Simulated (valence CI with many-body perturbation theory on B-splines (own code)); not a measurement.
Yb⁵⁷⁺: key properties

Computed by valence CI with perturbative core correlation (CI+MBPT): three valence electrons over a frozen Dirac-Fock core [Ne], a basis of 11 s, 11 p, 9 d, 7 f, 5 g, 2 h, 1 i functions for each j, with the one-electron correlation potential Σ1, the two-electron term Σ2, the three-electron term Σ3, Breit, model QED; selected CI, second order for the rest (own B-spline code, finite nucleus).

The last digits are not significant, and no measured levels were compared; by estimate large intervals hold to a few tenths of a per cent, small ones and those within an open d or f shell to about a per cent.

Levels are named by their leading jj configuration (3d3/2^4 stands for four electrons in 3d with j = 3/2), which in mixed levels can hold well under half, so a name can repeat and another be missing.

Rates and lifetimes use the calculated energies. Strong lines usually hold to 10 to 20 %, long lifetimes can be off by a factor of two.

Task: What is the ground level?

Result: (3s^2 3p1/2) J=1/2, composition 100 % 3s2.3p 2P°, g = 0.649.

Task: Name the longest-lived excited levels whose lifetime is computed, and their main decay.

Result: (3s 3p3/2 3d5/2) J=9/2 at 941.6 eV lives 10.5 ns, mostly by M1 to (3s 3p1/2 3d5/2) J=7/2; (3s^2 3p3/2) J=3/2 at 279.1 eV lives 5.03 ns, mostly by M1 to (3s^2 3p1/2) J=1/2.

Task: What are the static dipole polarisabilities of the lowest levels?

Result: (3s^2 3p1/2) J=1/2 0.00366 bohr³, of which the core gives 5.76e-05.

Task: How well does LS coupling describe the low levels?

Result: Among the lowest 20 levels the leading LS term, summed over configurations, holds 64 % on average. For single configurations the figures are 62 % in LS and 93 % in jj coupling. Terms mix most in the J = 3/2 level at 647.4 eV, where the leading one holds 35 %.

Task: Where does the other parity begin?

Result: At (3s 3p1/2^2) J=1/2, 153.0 eV.
